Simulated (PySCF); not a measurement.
# GeH: script and output

File input.py (PySCF 2.14):

```python
from pyscf import gto, scf

mol = gto.M(
    atom='Ge 0 0 0; H 0 0 1.554',
    basis='aug-cc-pvdz',
    charge=0,
    spin=1,
    verbose=4,
)
mf = scf.UHF(mol)
mf.kernel()
mf.stability(internal=True, external=True)
mf.dip_moment()
print('orbital energies (hartree):', [e[max(0, n-3):n+3].round(4) for e, n in zip(mf.mo_energy, mol.nelec)])
```

```bash
$ OMP_NUM_THREADS=1 python input.py
```

The log (some set-up lines and the per-cycle HOMO/LUMO lines with their warnings removed):

```
PySCF version 2.14.0

[INPUT] Symbol           X                Y                Z      unit          X                Y                Z       unit  Magmom
[INPUT]  1 Ge     0.000000000000   0.000000000000   0.000000000000 AA    0.000000000000   0.000000000000   0.000000000000 Bohr   0.0
[INPUT]  2 H      0.000000000000   0.000000000000   1.554000000000 AA    0.000000000000   0.000000000000   2.936634397574 Bohr   0.0

nuclear repulsion = 10.8968280240927
number of shells = 14
number of NR pGTOs = 97
number of NR cGTOs = 45
basis = aug-cc-pvdz
ecp = {}

******** <class 'pyscf.scf.uhf.UHF'> ********
method = UHF
initial guess = minao
damping factor = 0
level_shift factor = 0
DIIS = <class 'pyscf.scf.diis.CDIIS'>
SCF conv_tol = 1e-09
SCF max_cycles = 50
number electrons alpha = 17  beta = 16
init E= -2074.99398261173

cycle= 1 E= -2075.84548726854  delta_E= -0.852  |g|= 0.105  |ddm|= 0.74
cycle= 2 E= -2075.86107676663  delta_E= -0.0156  |g|= 0.0368  |ddm|= 0.207
cycle= 3 E= -2075.86302036363  delta_E= -0.00194  |g|= 0.0143  |ddm|= 0.0808
cycle= 4 E= -2075.86349419461  delta_E= -0.000474  |g|= 0.00438  |ddm|= 0.0443
cycle= 5 E= -2075.86354519478  delta_E= -5.1e-05  |g|= 0.0012  |ddm|= 0.0153
cycle= 6 E= -2075.863548988  delta_E= -3.79e-06  |g|= 0.000286  |ddm|= 0.00461
cycle= 7 E= -2075.86354926046  delta_E= -2.72e-07  |g|= 0.00015  |ddm|= 0.000887
cycle= 8 E= -2075.86354935986  delta_E= -9.94e-08  |g|= 6.39e-05  |ddm|= 0.00063
cycle= 9 E= -2075.86354937799  delta_E= -1.81e-08  |g|= 1.2e-05  |ddm|= 0.000385
cycle= 10 E= -2075.8635493784  delta_E= -4.16e-10  |g|= 2.75e-06  |ddm|= 5.88e-05
Extra cycle  E= -2075.86354937842  delta_E= -1.46e-11  |g|= 1.47e-06  |ddm|= 5.6e-06
converged SCF energy = -2075.86354937842  <S^2> = 0.76387248  2S+1 = 2.0138247
uhf_internal: lowest eigs of H = [2.05232733e-06 2.85510977e-02 2.45076815e-01]
<class 'pyscf.scf.uhf.UHF'> wavefunction is stable in the internal stability analysis
uhf_real2complex: lowest eigs of H = [0.00921451 0.10600552 0.10798541]
<class 'pyscf.scf.uhf.UHF'> wavefunction is stable in the real -> complex stability analysis
uhf_external: lowest eigs of H = [-3.98225935e-03  6.78371414e-07  1.12284534e-02]
<class 'pyscf.scf.uhf.UHF'> wavefunction has an UHF/UKS -> GHF/GKS instability
Dipole moment(X, Y, Z, Debye):  0.00000, -0.00000,  0.15797
orbital energies (hartree): [array([-0.6668, -0.3826, -0.2859, -0.01  ,  0.0478,  0.0661]), array([-1.6431e+00, -6.1140e-01, -3.6240e-01,  1.4000e-03,  3.0800e-02,
        5.0200e-02])]
```

In short: E(SCF) = -2075.863549 Eh, 10 cycles, ⟨S²⟩ = 0.764, μz(SCF) = 0.16 D, internal stable; real -> complex stable; UHF/UKS -> GHF/GKS unstable.

Run time: 1.2 s on 1 thread of Arm Neoverse V2 (shared host).

The stability test finds a lower solution, so these numbers belong to a saddle point. The bond length is a typed value, not an optimised one. No search for the lowest solution was made.
